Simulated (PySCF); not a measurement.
C3H2BrCl, SMILES ClC=C=CBr.

Geometry optimised at B3LYP-D3(BJ)/def2-SVP.

Two levels are set side by side: PBE/def2-TZVP (PySCF) and r2SCAN/def2-TZVP (PySCF). Same geometry, gas phase. Differences are taken from unrounded values.

```json
[
 {"quantity": "orbital gap (eV)", "PBE": "4.19"},
 {"quantity": "highest occupied level (eV)", "PBE": "-6.54"},
 {"quantity": "lowest empty level (eV)", "PBE": "-2.36"},
 {"quantity": "dipole moment (D)", "PBE": "1.29"},
 {"quantity": "mean polarisability (bohr³)", "PBE": "76.3"}
]
```

Question: These are the PBE values. What does r2SCAN give? (The exact figures need the calculation; the answer reports its results.)

Answer: 
| quantity | r2SCAN | PBE minus r2SCAN |
|---|---|---|
| orbital gap (eV) | 4.57 | -0.38 |
| highest occupied level (eV) | -6.80 | 0.25 |
| lowest empty level (eV) | -2.23 | -0.13 |
| dipole moment (D) | 1.39 | -0.10 |
| mean polarisability (bohr³) | 74.9 | 1.4 |

Rough cost on one machine, each run with all the roots and properties that it gave: r2SCAN against PBE about 4 times.
